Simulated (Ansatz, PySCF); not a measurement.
Species: sum formula CaO2H2, charge 0, multiplicity 1. 
Structure (B3LYP-D3(BJ)/def2-TZVP (Ansatz, a quantum-chemistry and plane-wave program) minimum search):
```xyz
5

Ca     0.0000     0.0000     0.0000
O      0.0000     0.0000     2.0388
O      0.0000     0.0000    -2.0388
H      0.0000     0.0000     2.9939
H      0.0000     0.0000    -2.9939
```

Total electronic energies in hartree. Valence correlation only, unless marked. Spin-orbit coupling is left out. The frozen core is the preceding noble-gas configuration, with the filled d and f shells of earlier blocks. The outer core of K, Ca and their heavier congeners is not correlated, a term that matters for these elements. No relativistic terms. CBS(X,Y): correlation extrapolated as X^-3; Hartree-Fock from the larger set. The bracket is a focal-point correction in the basis named.

| level | program | energy (Eh) |
|---|---|---|
| HF/STO-3G | Ansatz | -818.66922 |
| RI-HF/def2-QZVPPD | Ansatz | -827.83922 |
| PBE/def2-TZVPD | Ansatz | [?] |
| BLYP/def2-TZVPD | Ansatz | -829.40519 |
| revPBE/def2-TZVPD | Ansatz | -829.26429 |
| B97M-V/def2-TZVPD | Ansatz | [?] |
| PBE0/def2-SVP | Ansatz | [?] |
| PBE0-D4/def2-TZVP | Ansatz + dftd4 | -829.07114 |
| r2SCANh-D4/def2-TZVPD | Ansatz + dftd4 | -829.29351 |
| r2SCANh/def2-TZVPD | Ansatz | -829.29298 |
| r2SCAN0/def2-TZVPD | Ansatz | -829.27567 |
| MN15-D3(BJ)/def2-TZVPD | PySCF + dftd3 | -829.21185 |
| CAM-B3LYP-D3(BJ)/def2-TZVPD | Ansatz + dftd3 | -829.40344 |
| wB97X/def2-TZVPD | Ansatz | -829.38359 |
| MP2/6-31G* | Ansatz | -828.09761 |
| MP2/def2-TZVPP | Ansatz | -828.35116 |
| RI-MP2/def2-QZVPP | Ansatz | -828.42299 |
| CCSD/6-31G | Ansatz | -827.94259 |
| CCSD/def2-SVP | Ansatz | -827.96351 |
| CCSD/def2-QZVPP | Ansatz | -828.41703 |
| CCSD(T)/STO-3G | Ansatz | -818.78980 |
| RI-MP2/CBS(def2-TZVPP,def2-QZVPP)+[CCSD(T)-MP2]/def2-TZVPP | Ansatz | -828.4742 |
| CCSD(T)/CBS(def2-TZVPP,def2-QZVPP) | Ansatz | -828.4716 |

Task: Complete the blanks.

Result: 
- PBE/def2-TZVPD, energy (Eh): -829.03560
- B97M-V/def2-TZVPD, energy (Eh): -829.19175
- PBE0/def2-SVP, energy (Eh): -828.79753
